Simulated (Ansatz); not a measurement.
Geometry optimisation, Ansatz 0.2.0, RKS PBE-D4/def2-SVP.

The input (input.yaml):

```yaml
crystal:
  periodic: [false, false, false]
  atoms:
    - { symbol: "N", position_ang: [-0.0619, -0.6899, -0.6289] }
    - { symbol: In, position_ang: [0.0498, 0.7469, 0.555] }
    - { symbol: Br, position_ang: [0.355, -0.2021, 2.0183] }
    - { symbol: H, position_ang: [-0.75827, -1.36415, -0.28787] }
    - { symbol: H, position_ang: [0.7912, -1.27297, -0.70655] }
    - { symbol: H, position_ang: [0.0744, 1.424, 0.5361] }
basis:
  gaussian: { orbitals: def2-SVP }
hamiltonian:
  xc: pbe
  dispersion: d4
relax:
  f_tol: 0.015
  max_steps: 40
```

Command:

```bash
$ ansatz run input.yaml --threads 1 --pin off --max-ram 2048MiB --backend cpu --events-out ev --progress --plain --runs-dir out
```

Q: Where does it end, and by what steps?

A: The run converged. After 21 steps the energy has fallen by 58.960 eV; H5 moved furthest, 1.15 Å. The start is strongly strained (largest force component 239 eV/Å).

```tsv
step	energy less start (eV)	largest force component (eV/Å)	accepted
0	0.0000	239.103	yes
1	-38.3118	46.425	yes
2	-49.3652	30.302	yes
3	-55.4924	12.579	yes
4	-57.6838	4.107	yes
5	-58.3571	1.502	yes
6	-58.5632	1.551	yes
7	-58.6952	0.655	yes
8	-58.7543	0.252	yes
9	-58.8014	0.214	yes
10	-58.8098	1.380	yes
11	-58.8887	0.581	yes
12	-58.9342	0.397	yes
13	-58.9370	0.392	yes
14	-58.9183	1.411	no
15	-58.9549	0.198	yes
16	-58.9553	0.313	yes
17	-58.9594	0.150	yes
18	-58.9595	0.074	yes
19	-58.9596	0.023	yes
20	-58.9596	0.022	no
21	-58.9597	0.007	yes
```

```xyz
6
Properties=species:S:1:pos:R:3
N -0.229 -0.976 -0.649
In 0.196 0.540 0.645
Br 0.027 -0.285 3.020
H -0.116 -1.926 -0.280
H 0.152 -0.929 -1.600
H 0.421 2.218 0.350
```

Whether the end is a true minimum wasn't checked by a vibrational analysis.

The run took 63 s on 1 thread of Arm Neoverse V1, with other jobs on the host, peak memory 0.13 GiB.
